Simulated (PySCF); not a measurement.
Species: C3H14N2OSi3.
Cartesian coordinates in Å at the PBE0-D3(BJ)/def2-SVP level; atoms count from 1:
```xyz
23
C3H14N2OSi3 angstrom
C      4.1388    0.6565   -0.0795
C      3.9791   -0.7552   -0.5326
C      2.8390   -1.4497   -0.4871
O      1.6771   -0.9225   -0.0270
Si     0.2536   -1.7128    0.3689
N     -0.9410   -0.4762    0.1728
Si    -0.4602    1.1383   -0.3337
Si    -2.6518   -0.8588    0.3367
N     -3.6030   -0.6427   -1.0785
H      4.9084    0.7403    0.7061
H      4.4616    1.3092   -0.9080
H      3.1955    1.0529    0.3201
H      4.8489   -1.2767   -0.9428
H      2.7865   -2.4871   -0.8421
H      0.3266   -2.2326    1.7653
H      0.0661   -2.8681   -0.5634
H      0.1375    1.1596   -1.7012
H     -1.7200    1.9478   -0.3627
H      0.4846    1.7788    0.6265
H     -3.2743    0.0013    1.3816
H     -2.6622   -2.3007    0.7339
H     -3.4384   -1.1775   -1.9230
H     -4.0258    0.2550   -1.2810
```

The calculation used PySCF 2.14.0, PBE0-D3(BJ)/def2-SVP geometry optimisation, gas phase.

Masses are those of the commonest isotopes; rigid-rotor values at the optimised geometry. The values belong to one conformer with, in the numbering `[CH3:1]/[CH:2]=[CH:3]\[O:4][SiH2:5][N:6]([SiH3:7])[SiH2:8][NH2:9]`, C2–C3–O4–Si5 -167°, C3–O4–Si5–N6 -155°, O4–Si5–N6–Si7 0°, Si5–N6–Si8–N9 -116°, N6–Si8–N9–H 63° and -88°.

(1) What are A, B and C (GHz)?

(2) Classify the top.

(3) Is it planar, by Δ = Ic − Ia − Ib?

(4) List the rotational levels J(Ka,Kc) to J = 5 (MHz).

(5) Predict some low-J microwave lines.

(6) Estimate the classical rotational partition function at 25 K, 200 K and 298.15 K.

Results:

(1) Ia = 238.27, Ib = 1113.97, Ic = 1263.35 u·Å²; 505379 MHz·u·Å²/I gives 2121, 453.7 and 400.0 MHz, that is A = 2.1210, B = 0.4537, C = 0.4000 GHz.

(2) A near-prolate asymmetric top. Ray's parameter κ = (2B − A − C)/(A − C) = -0.938; −1 is the prolate and +1 the oblate limit.

(3) Not planar: Δ = Ic − Ia − Ib = -88.89 u·Å². For a rigid frame Δ = −2 Σ m c², so Σ m c² = 44.45 u·Å² lies off the ab plane: 17.36 from hydrogen and 27.09 from heavier atoms. The atom farthest from that plane is 1.93 Å away.

(4) Above 0(0,0):
J = 1: 1(0,1) 854, 1(1,1) 2521, 1(1,0) 2575
J = 2: 2(0,2) 2560, 2(1,2) 4175, 2(1,1) 4336, 2(2,1) 9338, 2(2,0) 9339
J = 3: 3(0,3) 5116, 3(1,3) 6655, 3(1,2) 6977, 3(2,2) 11899, 3(2,1) 11905, 3(3,1) 20371, 3(3,0) 20371
J = 4: 4(0,4) 8518, 4(1,4) 9960, 4(1,3) 10496, 4(2,3) 15313, 4(2,2) 15332, 4(3,2) 23788, 4(3,1) 23788, 4(4,1) 35645, 4(4,0) 35645
J = 5: 5(0,5) 12761, 5(1,5) 14089, 5(1,4) 14893, 5(2,4) 19579, 5(2,3) 19623, 5(3,3) 28061, 5(3,2) 28061, 5(4,2) 39916, 5(4,1) 39916, 5(5,1) 55162, 5(5,0) 55162
Those of J = 1 are B + C, A + C and A + B.

(5) The dipole components are |μa| = 0.52 D, |μb| = 0.04 D, |μc| = 1.35 D. The squared components, which scale the intensities, stand as 0.15 : 0.00 : 1.00 (a : b : c). Some lines, for components of 0.1 D or more:

| type | branch | J(Ka,Kc) | MHz | lower level (cm⁻¹) |
| --- | --- | --- | --- | --- |
| a | Q | 3(1,2) ← 3(1,3) | 322 | 0.222 |
| a | R | 1(0,1) ← 0(0,0) | 854 | 0.000 |
| c | Q | 3(1,3) ← 3(0,3) | 1539 | 0.171 |
| c | Q | 2(1,2) ← 2(0,2) | 1615 | 0.085 |
| a | R | 2(1,2) ← 1(1,1) | 1654 | 0.084 |
| c | Q | 1(1,1) ← 1(0,1) | 1667 | 0.028 |
| a | R | 2(0,2) ← 1(0,1) | 1706 | 0.028 |
| a | R | 2(1,1) ← 1(1,0) | 1761 | 0.086 |
| a | R | 3(1,3) ← 2(1,2) | 2480 | 0.139 |
| a | R | 3(0,3) ← 2(0,2) | 2556 | 0.085 |
| a | R | 3(2,2) ← 2(2,1) | 2561 | 0.311 |
| a | R | 3(2,1) ← 2(2,0) | 2566 | 0.312 |
| c | R | 1(1,0) ← 0(0,0) | 2575 | 0.000 |
| a | R | 3(1,2) ← 2(1,1) | 2641 | 0.145 |
| c | R | 2(1,1) ← 1(0,1) | 3482 | 0.028 |
| c | R | 3(1,2) ← 2(0,2) | 4417 | 0.085 |
| c | Q | 3(2,2) ← 3(1,2) | 4922 | 0.233 |
| c | Q | 2(2,1) ← 2(1,1) | 5002 | 0.145 |
| c | R | 2(2,0) ← 1(1,0) | 6764 | 0.086 |
| c | R | 2(2,1) ← 1(1,1) | 6817 | 0.084 |
| c | R | 3(2,1) ← 2(1,1) | 7570 | 0.145 |
| c | R | 3(2,2) ← 2(1,2) | 7724 | 0.139 |
| c | Q | 3(3,1) ← 3(2,1) | 8465 | 0.397 |
| c | R | 3(3,0) ← 2(2,0) | 11032 | 0.312 |
| c | R | 3(3,1) ← 2(2,1) | 11033 | 0.311 |

(6) Point group C1, symmetry number σ = 1; q = (√π/σ)·√((kT/h)³/(ABC)), k/h = 20836.6 MHz/K: 34000 at 25 K, 769000 at 200 K, 1400000 at 298.15 K.

No frequency check. Constants of a rigid frame at the computed geometry: no zero-point averaging, no centrifugal distortion. A rigid rotor knows nothing of inversion at nitrogen or internal rotation, which can split or shift real lines. Quadrupole hyperfine structure (14N) is left out.
